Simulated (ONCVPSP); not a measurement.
## V (Z = 23), ONCV: configuration errors across variants

V, optimised norm-conserving Vanderbilt (ONCV), made with ONCVPSP 4.0.1 (PW91, fully relativistic). Core [Ar], reference 3d3 4s2. Waves: 4s: rc 2.70 bohr, ncon 5, nbas 9, qcut 2.3 1/bohr, 3 projectors, debl 2.5 Ha; p scattering state at 0.19 Ha: rc 2.35 bohr, ncon 4, nbas 7, qcut 3.8 1/bohr, 2 projectors, debl 0.8 Ha; 3d: rc 1.30 bohr, ncon 3, nbas 8, qcut 9.6 1/bohr, 2 projectors, debl 2.5 Ha. Local part: polynomial inside 1.30 bohr (lpopt 4, dvloc0 3 Ha). Core correction: Teter function, fcfact 4, rcfact 1.2.

Open shells are filled in proportion to 2j + 1.

All-electron excitation energies from the reference (eV): (1) 3d3 4s1 7.786; (2) 3d3 4s0 22.110; (3) 3d2 4s0 51.106; (4) 3d3 4s0 4p1 11.904.

2 further variants failed, have other tests or another functional or relativity, and are left out.

A true bound ghost makes a file unfit for plane-wave use even where its test errors are small: the radial tests pick states by their node count and pass the ghost by.

Errors AE − PS in meV (a dash: test not solved or not reliable):

```csv
change,(1),(2),(3),(4),bound ghosts,GHOST(+) flags above zero
base,+0.7,+56,0.0,+12,"p3/2, p1/2",s
d: nproj 1,+0.7,+56,-21,+12,"p3/2, p1/2",s
"all radii but the core radius scaled by about 1.26 (s 3.40, p 2.96, d 1.64 bohr); local potential polynomial inside 1.64 bohr (lpopt 4, dvloc0 3 Ha)",-1.7,+34,-126,-8.3,none,s
s: rc 2.46,+0.6,+56,+7.9,+12,"p3/2, p1/2",s
"core correction Teter function, fcfact 4, rcfact 1.72",-71,-512,-939,-118,"p3/2, p1/2",s
"d: ncon 4, nbas 9",+0.6,+56,0.0,+12,"p3/2, p1/2",s
"core correction Teter function, fcfact 3, rcfact 1.45",-9.4,-86,-265,-22,"p3/2, p1/2",s
"local potential polynomial inside 1.30 bohr (lpopt 4, dvloc0 4.5 Ha)",+0.7,+56,0.0,+12,"p3/2, p1/2",s
s: qcut 1.8,+1.4,+59,-41,+13,"p3/2, p1/2",s
d: rc 1.46,+1.1,+59,+15,+13,"p3/2, p1/2",s
```

Q: Give the same row for: s: qcut 3.1; p: qcut 5.2; d: qcut 13.

A: -0.4, +51, +32, +9.4; bound ghosts: p3/2, p1/2; GHOST(+) flags above zero: s.
